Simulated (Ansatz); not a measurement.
Reaction (formal exchange of groups at the Si–S bond): `S[SiH2][CH2][GaH2]` + CH₄ → `C[SiH2][CH2][GaH2]` + H₂S

Program: Ansatz. Geometries: PBE0-D4/def2-TZVP. ΔE: electronic, gas phase. CCSD(T)/CBS adds triple-zeta CCSD(T) − MP2 to the extrapolated MP2 energy (def2 sets, frozen cores). This one scheme is used for every species. DFT in def2-TZVPP. HSE06 is defined as in plane-wave codes. For Ga outer-core shells are correlated without core-valence functions, which leaves a few kJ/mol of doubt a bond. Scalar relativity is left out up to krypton. One conformer a species, not always the lowest.

`S[SiH2][CH2][GaH2]`:

Cartesian coordinates in Å:
```
S -2.893 -0.324 -0.714
Si -0.924 0.499 -0.515
C 0.254 -0.568 0.446
Ga 2.001 0.286 0.775
H -2.489 -1.407 -1.400
H -1.166 1.792 0.176
H -0.353 0.779 -1.861
H 0.414 -1.494 -0.117
H -0.213 -0.814 1.404
H 3.163 0.107 -0.265
H 2.206 1.144 2.073
```

CH₄:

Cartesian coordinates in Å:
```
C 0.000 0.000 0.000
H -1.046 0.108 0.284
H 0.370 -0.967 0.339
H 0.586 0.795 0.461
H 0.090 0.064 -1.084
```

`C[SiH2][CH2][GaH2]`:

Cartesian coordinates in Å:
```
C 0.404 -2.041 0.898
Si -0.090 -0.723 -0.336
C 0.066 1.008 0.350
Ga -0.428 2.386 -0.961
H -0.222 -1.989 1.791
H 0.299 -3.039 0.465
H 1.445 -1.912 1.205
H -1.500 -0.955 -0.768
H 0.760 -0.847 -1.557
H 1.103 1.162 0.665
H -0.584 1.090 1.227
H -1.920 2.870 -1.065
H 0.667 2.987 -1.914
```

H₂S:

Z-matrix (Å, degrees):
```
S
H 1 1.341
H 1 1.341 2 92.3
```

| level | ΔE (kJ/mol) |
| --- | --- |
| HSE06-D4 | 69.5 |
| r2SCAN0 | 69.7 |
| LC-ωPBE | 64.8 |
| MP2/def2-SVP | 65.7 |

Question: What does CCSD(T)/CBS give? (Estimate.)

Answer: The calculation gave: +67.0 kJ/mol. The listed levels differ from it by 2.5, 2.7, -2.2, -1.3 kJ/mol.

Largest T1 diagnostic among the species: 0.012.

At CCSD(T), def2-SVP lies −4.8 kJ/mol from the extrapolated value and def2-TZVPP −2.5 kJ/mol. Leaving LDA and LC-ωPBE aside and taking each functional with its dispersion term where it has one, the values, not all of them listed here, spread over 5.2 kJ/mol, from CAM-B3LYP-D4 to r2SCAN-D4. LDA lies −4.3 kJ/mol from PBE without D4.

CCSD(T)/CBS has its own doubt, a few kJ/mol and more with outer-core shells, so smaller differences from it don't rank the levels.
